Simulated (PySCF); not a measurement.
## Computed data sheet: `[O-]CC(F)=C(F)F`

C3H2F3O (charge -1).
Atom-mapped SMILES: `[O-:1][CH2:2][C:3]([F:4])=[C:5]([F:6])[F:7]` (hydrogens: H8, H9 on C2)

Among its groups: C=C double bond and C–F bond.

**GFN2-xTB geometry**

```yaml
Point_group_of_the_GFN2-xTB_geometry: C1
Rotational_constants_A_B_C_of_the_GFN2-xTB_geometry: 3.880, 2.032, 1.496 GHz
```

From PBE0/pcSseg-1 ground state and GIAO shieldings, non-relativistic (PySCF):

```yaml
HOMO_energy: 0.16 eV
LUMO_energy: 5.67 eV
HOMO–LUMO_gap: 5.51 eV
Lowest_Hirshfeld_atomic_charge: -0.54 e on O1
Highest_Hirshfeld_atomic_charge: +0.08 e on C5
13C_chemical_shifts_computed_TMS_as_zero_by_class: 168.7 (C5), 154.7 (C3), 82.9 (C2) ppm
1H_chemical_shifts_computed_TMS_as_zero_by_class: 7.05 (H8/H9) ppm
Isotropic_shieldings_of_nuclei_other_than_C_and_H_by_class: 217 (O1), 304 (F7), 318 (F6), 367 (F4) ppm
Mayer_bond_orders_between_heavy_atoms: O1–C2 1.46, C2–C3 0.86, C3–F4 0.91, C3–C5 1.72, C5–F6 0.96, C5–F7 0.94
```

Monoisotopic mass of the ion (most abundant isotopes, electron mass counted): 111.0063 u.

With B = h/(8π²I), that is 505.379 GHz u Å² over I, the principal moments of inertia are 130.2, 248.7 and 337.8 u Å² (most abundant isotopes); the inertial defect Ic − Ia − Ib is -41.1 u Å² (zero for a rigid planar frame, negative otherwise). The rotational constants make it an asymmetric top with κ = (2B − A − C)/(A − C) = -0.55, nearer the prolate limit (−1).

Geometry: GFN2-xTB, one conformer, isolated ion. The HOMO energy is positive, so at this level the finite basis confines the outermost electrons. No diffuse functions stand in pcSseg-1, which bears on an anion's orbital energies.

For the NMR shielding job (PBE0/pcSseg-1), the run took 10 s on one thread of an Intel Xeon Platinum 8488C, no GPU (shared host), and the process peaked at 0.61 GiB of memory.

Conformer computed: `[O-:1][CH2:2][C:3]([F:4])=[C:5]([F:6])[F:7]`: O1–C2–C3–F4 76°.
